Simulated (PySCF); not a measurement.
Substituent chemical shifts

Parent skeleton `[F:1][CH:2]1[SiH2:3][SiH:4]([F:5])[SiH2:6]1`; one hydrogen on atom 2 is replaced by X. Hydrogens on one atom are averaged.

[PySCF 2.14: NMR shieldings at PBE0/pcSseg-1/GIAO; coordinates at the GFN2-xTB level; relativity neglected; no solvent model; one computed conformer; fast rotation and ring inversion assumed for equivalent nuclei]

Referencing at the same level of theory: ¹⁹F (170.95 ppm) against CFCl3; ¹³C (186.93 ppm), ²⁹Si (349.16 ppm), ¹H (31.72 ppm) vs TMS.

Parent (X = H): F1 -277.0, C2 87.3, Si3/Si6 -43.8, Si4 62.8, F5 -235.9, H(Si3)/H(Si6) 4.86, H(Si4) 6.99 ppm. Effects are Δδ = δ(X) − δ(H), positive for deshielding.

Problem. Give Δδ (ppm) for X = CHO, F, CHF2, COCH3, CH2NH2, ethynyl, nPr, propynyl, CHCl2.

Solution. 
| X | SMILES | F1 | C2 | Si3/Si6 | Si4 | F5 | H(Si3)/H(Si6) | H(Si4) |
| --- | --- | --- | --- | --- | --- | --- | --- | --- |
| CHO | O=C[C@]1(F)[SiH2][Si@H](F)[SiH2]1 | +51.0 | +18.1 | +19.3 | -19.4 | -5.1 | +0.15 | -0.18 |
| F | F[SiH]1[SiH2]C(F)(F)[SiH2]1 | +173.5 | +60.1 | +8.1 | -22.5 | -20.2 | +0.02 | -0.32 |
| CHF2 | FC(F)[C@]1(F)[SiH2][Si@@H](F)[SiH2]1 | +50.8 | +11.0 | -4.2 | -21.9 | -4.5 | +0.04 | -0.50 |
| COCH3 | CC(=O)[C@]1(F)[SiH2][Si@@H](F)[SiH2]1 | +57.9 | +18.3 | +16.5 | -83.6 | +67.6 | -0.10 | -1.21 |
| CH2NH2 | NC[C@]1(F)[SiH2][Si@H](F)[SiH2]1 | +48.1 | +22.1 | -7.6 | -4.9 | -3.9 | -0.16 | -0.05 |
| ethynyl | C#C[C@]1(F)[SiH2][Si@H](F)[SiH2]1 | +52.0 | +2.8 | +10.9 | -12.8 | +3.7 | +0.09 | -0.28 |
| nPr | CCC[C@]1(F)[SiH2][Si@H](F)[SiH2]1 | +49.8 | +17.6 | -3.3 | -10.0 | -2.5 | -0.19 | -0.13 |
| propynyl | CC#C[C@]1(F)[SiH2][Si@@H](F)[SiH2]1 | +64.8 | +3.6 | +13.7 | -8.4 | -17.3 | +0.08 | -0.26 |
| CHCl2 | F[Si@H]1[SiH2][C@](F)(C(Cl)Cl)[SiH2]1 | +99.8 | +16.3 | +2.6 | -27.3 | -2.0 | +0.15 | -0.54 |

Problem. Which position responds most, and to which substituents?

Solution. F1: from +48.1 ppm with CH2NH2 to +173.5 ppm with F.

Unscaled 19F shifts against computed CFCl3 carry errors that often reach 10 to 50 ppm.
